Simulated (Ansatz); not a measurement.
The cluster K₂Na₆⁺. The state is a doublet with charge 1. Geometry PBE0/def2-SVP, basis def2-TZVP, Ansatz.

```xyz
8

Na    1.974    1.662   -0.004
Na   -0.034    3.511    2.342
Na    0.113   -0.068    2.566
Na   -1.331   -1.932   -2.249
Na    1.234    0.382   -3.228
Na   -1.983   -2.584    1.218
K     2.070   -2.417   -0.125
K    -2.044    1.446   -0.520
```

```csv
run,HOMO (eV),LUMO (eV)
A,-5.51,-4.82
B,-5.81,-4.50
C,-5.45,-5.03
D,-7.04,-3.05
E,-5.48,-4.57
```

LC-ωPBE has ω = 0.4 bohr⁻¹. HSE06 is defined as in plane-wave codes, on full-range PBE exchange. Another isomer (doublet) lies 0.15 eV lower at PBE0/def2-TZVP; other spin states weren't run for this one.

HOMO and LUMO are taken over both spins.

Q: The runs used HSE06, LC-ωPBE, PBE, PBE0, r2SCAN. Estimate which is which.

A: A HSE06 (range-separated); B PBE0 (25 % exact exchange); C PBE (0 % exact exchange); D LC-ωPBE (range-separated); E r2SCAN (0 % exact exchange). Exact exchange lowers occupied and raises empty levels; among semilocal functionals meta-GGAs tend to open the gap a little, and such runs are hard to tell apart. The gap grows from 0.42 eV (PBE) to 3.98 eV (LC-ωPBE). At LC-ωPBE/def2-TZVP, r2SCAN/def2-TZVP the charge 1 doublet is spin-contaminated (final ⟨S²⟩ up to 0.95, 0.75 for a pure state).
